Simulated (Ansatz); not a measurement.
Consider the ligand exchange at the Al–C bond: `[AlH2][C@@H]1O[Si@H]1Cl` + `N[SiH2][GeH3]` → `[AlH2][NH][SiH2][GeH3]` + `Cl[SiH]1CO1`.

Calculated with Ansatz (gas phase, PBE0-D4/def2-TZVP geometries, no zero-point term in ΔE). CCSD(T)/CBS is the MP2 limit (def2-TZVPP, def2-QZVPP) plus CCSD(T) − MP2 in def2-TZVPP, frozen cores. Functionals use def2-TZVPP. For Ge outer-core shells are correlated without core-valence functions, which leaves a few kJ/mol of doubt a bond. Scalar relativity is left out up to krypton. One conformer a species, not always the lowest.

CCSD(T)/CBS gives -103.0 kJ/mol.

Q: Another level gave -95.4 kJ/mol. Which?
A. ωB97X-V/def2-TZVPP
B. BHLYP/def2-TZVPP
C. revPBE-D4/def2-TZVPP
D. HF/def2-TZVPP

A: C. revPBE-D4 -95.4, ωB97X-V -102.3, BHLYP -106.5, HF/def2-TZVPP -110.7 kJ/mol.

Largest T1 diagnostic among the species: 0.013.

Leaving LDA and LC-ωPBE aside and taking each functional with its dispersion term where it has one, the values, not all of them listed here, spread over 11.5 kJ/mol, from BHLYP-D4 to revPBE-D4. From PBE to PBE0 (25 % exact exchange), in def2-TZVPP and without D4, ΔE moves by −3.0 kJ/mol.

CCSD(T)/CBS has its own doubt, a few kJ/mol and more with outer-core shells, so smaller differences from it don't rank the levels.
